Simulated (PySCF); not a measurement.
C$_{2}$H$_{6}$ClGa, charge +1, doublet, geometry from GFN2-xTB (such geometries of metal compounds can be far from the true shape) (a state made from the parent by changing its charge; the spin is typed, not shown lowest); B3LYP/STO-3G (PySCF).

The PySCF input:
```python
from pyscf import gto, scf, dft

mol = gto.Mole()
mol.atom = '''
    Ga   -0.11318702    0.04469571   -0.08248336
    C    -1.92172568   -0.98294550   -0.55503717
    H    -1.85733445   -1.24248750   -1.61332384
    H    -2.74321140   -0.29652337   -0.34397420
    H    -1.91352618   -1.85857301    0.09676954
    C    -0.37592146    1.89024885   -1.11933910
    H    -0.66734654    1.64329702   -2.14141930
    H     0.59865420    2.37779450   -1.05496299
    H    -1.15677370    2.43270961   -0.58316277
    Cl    1.47260108   -0.58150613    1.07313619
'''
mol.basis = 'sto-3g'
mol.charge = 1
mol.spin = 1
mol.verbose = 5
mol.build()

mf = dft.ROKS(mol)
mf.xc = 'b3lyp'
mf.kernel()
```

What the program printed (banner, timings and long lists left out):

```
PySCF version 2.14.0

[INPUT] verbose = 5
[INPUT] max_memory = 4000
[INPUT] num. atoms = 10
[INPUT] num. electrons = 65
[INPUT] charge = 1
[INPUT] spin (= nelec alpha-beta = 2S) = 1
[INPUT] symmetry False subgroup None
[INPUT] Mole.unit = angstrom
[INPUT] Symbol           X                Y                Z      unit          X                Y                Z       unit  Magmom
[...]
[INPUT] ---------------- BASIS SET ----------------
[INPUT] l, kappa, [nprim/nctr], expnt,             c_1 c_2 ...
[INPUT] C
[...]
                                13.045096         0.53532814
                                3.5305122         0.44463454
[...]
                                0.6834831         0.39951283
                                0.2222899         0.70011547
[...]
                                0.6834831         0.60768372
                                0.2222899         0.39195739
[INPUT] Ga
[...]
                                375.4910517       0.5353281423
                                101.6225324       0.4446345422
[...]
                                38.98425028       0.3995128261
                                12.67888813       0.7001154689
[...]
                                3.847993927       0.2175436044
                                1.484675684       0.9166769611
[...]
                                0.2947057141      0.0196064117
                                0.1301451506      1.131034442
[...]
                                38.98425028       0.6076837186
                                12.67888813       0.3919573931
[...]
                                3.847993927       0.5777664691
                                1.484675684       0.4846460366
[...]
                                0.2947057141      0.5715227604
                                0.1301451506      0.5498949471
[...]
                                3.847993927       0.6555473627
                                1.484675684       0.286573259
[INPUT] H
[...]
                                0.62391373        0.53532814
                                0.1688554         0.44463454
[INPUT] Cl
[...]
                                109.5358542       0.5353281423
                                29.64467686       0.4446345422
[...]
                                9.053563477       0.3995128261
                                2.944499834       0.7001154689
[...]
                                0.5940934274      0.2255954336
                                0.232524141       0.900398426
[...]
                                9.053563477       0.6076837186
                                2.944499834       0.3919573931
[...]
                                0.5940934274      0.5951670053
                                0.232524141       0.462001012

nuclear repulsion = 337.75922629912
number of shells = 25
number of NR pGTOs = 129
number of NR cGTOs = 43
basis = sto-3g
ecp = {}

******** <class 'pyscf.dft.roks.ROKS'> ********
method = ROKS
initial guess = minao
damping factor = 0
level_shift factor = 0
DIIS = <class 'pyscf.scf.diis.CDIIS'>
diis_start_cycle = 1
diis_space = 8
diis_damp = 0
SCF conv_tol = 1e-09
SCF conv_tol_grad = None
SCF max_cycles = 50
direct_scf = True
direct_scf_tol = 1e-13
num. doubly occ = 32  num. singly occ = 1
XC library pyscf.dft.libxc version 7.1.2
    S. Lehtola, C. Steigemann, M. J. T. Oliveira, and M. A. L. Marques,  SoftwareX 7, 1–5 (2018)
XC functionals = b3lyp
    P. J. Stephens, F. J. Devlin, C. F. Chabalowski, and M. J. Frisch,  J. Phys. Chem. 98, 11623 (1994)
radial grids:
    Treutler-Ahlrichs [JCP 102, 346 (1995); DOI:10.1063/1.469408] (M4) radial grids

becke partition: Becke, JCP 88, 2547 (1988); DOI:10.1063/1.454033
pruning grids: <function nwchem_prune>
grids dens level: 3
symmetrized grids: False
atomic radii adjust function: <function treutler_atomic_radii_adjust>
small_rho_cutoff = 0
Set gradient conv threshold to 3.16228e-05
[...]
cycle= 15 E= -2436.11508313575  delta_E= -3.84e-09  |g|= 9.26e-06  |ddm|= 0.000239
[...]
                  Roothaan           | alpha              | beta
  Highest 2-occ = -0.519958506881141 | -0.528550929955714 | -0.487961540801714
  Lowest 0-occ =  -0.269790880098307 |  -0.27080720412657 | -0.268774591786837
  1-occ =          -0.45669596203722 | -0.566375508907571 | -0.347012905541504
  Roothaan mo_energy =
[-3.69254695e+02 -1.00756936e+02 -4.51962239e+01 -4.09980225e+01
 -4.09954167e+01 -4.09702743e+01 -1.02346037e+01 -1.02344565e+01
 -9.54681654e+00 -7.32379962e+00 -7.31281089e+00 -7.31169855e+00
 -5.54719545e+00 -3.88043279e+00 -3.87165278e+00 -3.83456673e+00
 -1.03729012e+00 -8.85253839e-01 -8.68825575e-01 -6.49981412e-01
 -6.23224391e-01 -6.03930388e-01 -5.94674502e-01 -5.93469432e-01
 -5.93016853e-01 -5.81286567e-01 -5.65469659e-01 -5.62900947e-01
 -5.40668343e-01 -5.38224141e-01 -5.26033524e-01 -5.19958507e-01
 -4.56695962e-01 -2.69790880e-01 -1.91354786e-01 -5.79130981e-02
  3.17953954e-02  2.42833073e-01  2.46277489e-01  2.47686710e-01
  2.53712678e-01  2.54957462e-01  2.56862303e-01]
nelec by numeric integration = [33.00000984 32.00000933]
E1 = -4046.2183744495023  E2 = 1272.3440650130542  Ecoul = 1388.2664576031384  Exc = -115.92239259008416
cycle= 16 E= -2436.11508313733  delta_E= -1.58e-09  |g|= 1.35e-05  |ddm|= 0.000266
[...]
                  Roothaan           | alpha              | beta
  Highest 2-occ = -0.519958740165212 | -0.528547428308791 | -0.487958770334098
  Lowest 0-occ =  -0.269790961734062 | -0.270804842994293 | -0.268772155918642
  1-occ =         -0.456696909124368 | -0.566363922078469 | -0.347004665415793
  Roothaan mo_energy =
[-3.69254697e+02 -1.00756937e+02 -4.51962259e+01 -4.09980246e+01
 -4.09954187e+01 -4.09702762e+01 -1.02346041e+01 -1.02344572e+01
 -9.54681752e+00 -7.32380061e+00 -7.31281188e+00 -7.31169953e+00
 -5.54719667e+00 -3.88043406e+00 -3.87165404e+00 -3.83456781e+00
 -1.03729061e+00 -8.85253903e-01 -8.68825652e-01 -6.49981829e-01
 -6.23225315e-01 -6.03930481e-01 -5.94674794e-01 -5.93469657e-01
 -5.93016907e-01 -5.81287611e-01 -5.65470576e-01 -5.62902211e-01
 -5.40668977e-01 -5.38224520e-01 -5.26034109e-01 -5.19958740e-01
 -4.56696909e-01 -2.69790962e-01 -1.91355067e-01 -5.79132635e-02
  3.17952218e-02  2.42833042e-01  2.46277455e-01  2.47686658e-01
  2.53712593e-01  2.54957390e-01  2.56862270e-01]
nelec by numeric integration = [33.00000984 32.00000933]
E1 = -4046.2183765504246  E2 = 1272.3440671138655  Ecoul = 1388.2664606012754  Exc = -115.92239348740982
cycle= 17 E= -2436.11508313744  delta_E= -1.11e-10  |g|= 1.2e-05  |ddm|= 5.22e-05
[...]
                  Roothaan           | alpha              | beta
  Highest 2-occ = -0.519956611681583 | -0.528547584476919 | -0.487957624097538
  Lowest 0-occ =   -0.26978858592163 | -0.270804932221147 | -0.268772239534558
  1-occ =           -0.4566845839302 | -0.566382217104731 | -0.347004875658159
  Roothaan mo_energy =
[-3.69254674e+02 -1.00756936e+02 -4.51962030e+01 -4.09980013e+01
 -4.09953955e+01 -4.09702537e+01 -1.02346061e+01 -1.02344591e+01
 -9.54681578e+00 -7.32379886e+00 -7.31281015e+00 -7.31169782e+00
 -5.54718098e+00 -3.88041812e+00 -3.87163822e+00 -3.83455312e+00
 -1.03728860e+00 -8.85254537e-01 -8.68826462e-01 -6.49979664e-01
 -6.23214347e-01 -6.03930104e-01 -5.94672655e-01 -5.93467924e-01
 -5.93017623e-01 -5.81274655e-01 -5.65457335e-01 -5.62887276e-01
 -5.40666897e-01 -5.38221300e-01 -5.26030750e-01 -5.19956612e-01
 -4.56684584e-01 -2.69788586e-01 -1.91353119e-01 -5.79118293e-02
  3.17967842e-02  2.42832069e-01  2.46276504e-01  2.47685712e-01
  2.53711555e-01  2.54956437e-01  2.56861332e-01]
nelec by numeric integration = [33.00000984 32.00000933]
E1 = -4046.215683096696  E2 = 1272.3413736629457  Ecoul = 1388.2636680369385  Exc = -115.92229437399293
Extra cycle  E= -2436.11508313463  delta_E= 2.81e-09  |g|= 6.82e-05  |ddm|= 0.000123
converged SCF energy = -2436.11508313463
```
